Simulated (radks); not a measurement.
The bismuth ion Bi7+ is in [Xe] 4f14 5d(3/2: 4, 5/2: 4). All-electron calculation, Dirac Kohn-Sham, PBE, spin-unpolarised, spherical densities, finite nucleus; Fermi nuclear charge, rms radius of each element as measured or else 0.836 A^(1/3) + 0.57 fm. Program: a radial shooting solver on a logarithmic mesh with Libxc functionals. Sub-shells are occupied by j as written (lower j first in brackets). One electron is removed from 5d3/2, 5d5/2, 5p3/2, 5p1/2 in turn, with full relaxation. Which removal costs least, and what does each cost?

Answer. 5d5/2 124.24 eV; 5d3/2 127.95 eV; 5p3/2 192.33 eV; 5p1/2 218.54 eV. The 5d5/2 electron leaves first.
